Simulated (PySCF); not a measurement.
Vertical excitations of a molecule C₂H₄Cl₂OSi from TDA-M06-2X/def2-SVPD run with PySCF 2.14.0, as energy in eV (oscillator strength): 6.71 (0.007), 7.59 (0.596), 7.73 (0.009), 7.86 (0.007), 7.98 (0.024), 8.04 (0.000), 8.25 (0.000), 8.29 (0.058), 8.45 (0.070), 8.45 (0.005). Lowest triplet (TDA): 4.48 eV. Geometry optimised at TPSSh-D3(BJ)/def2-SVP. One conformer was computed; it need not be the lowest.

Which molecule gave these data?
A) C=C[Si](O)(Cl)Cl
B) Cl[Si]1(Cl)COC1
C) O=CC[SiH](Cl)Cl
D) C[Si](Cl)(Cl)C=O

A, C=C[Si](O)(Cl)Cl
